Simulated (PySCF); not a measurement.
Worked example: entropy of an ideal gas

F₃OSi, SMILES [O][Si](F)(F)F (connectivity only; charge and spin as stated), charge -1, multiplicity 1.

Coordinates come from a PBE0-D3(BJ)/def2-SVPD optimisation. The spin state was assumed, not searched. The isomer is the one that the SMILES or the coordinates give; other isomers of the formula were not compared.

PBE0-D3(BJ)/def2-SVPD (PySCF 2.14.0) gives the harmonic wavenumbers 255, 255, 380, 383, 383, 725, 821, 821, 1196 cm⁻¹ and the rotational temperatures 0.2002, 0.1870, 0.1870 K. The molar mass is 101.08 g/mol, the symmetry number 3, the spin multiplicity 1.

Question: Work out the entropy at 298.15 K and 1 atm in the rigid-rotor, harmonic-oscillator model.

Answer: 
Translation (Sackur–Tetrode at 1 atm): S = R[1.5 ln M + 2.5 ln T − 1.16487] = 166.3 J/(mol K).
Rotation: q = (√π/σ) T^1.5/√(θA θB θC) = 36400, S = R[ln q + 3/2] = 99.8 J/(mol K).
Vibration: with u = 1.4388 ν/T, each mode gives R[u/(e^u − 1) − ln(1 − e^−u)]:
| ν (cm⁻¹) | modes | u | S (J/(mol K)) |
|---|---|---|---|
| 255 | 2 | 1.23 | 14.19 |
| 380 | 1 | 1.83 | 4.35 |
| 383 | 2 | 1.85 | 8.60 |
| 725 | 1 | 3.50 | 1.16 |
| 821 | 2 | 3.96 | 1.60 |
| 1196 | 1 | 5.77 | 0.18 |
These are all the modes. Sum 30.1 J/(mol K).
Spin: R ln 1 = 0.0 J/(mol K).
Total 296.2 J/(mol K); the program's own thermochemistry gives 296.2. Translation makes up 56 % and vibration 10 %. Anharmonicity, hindered rotation and orbital degeneracy are left out.
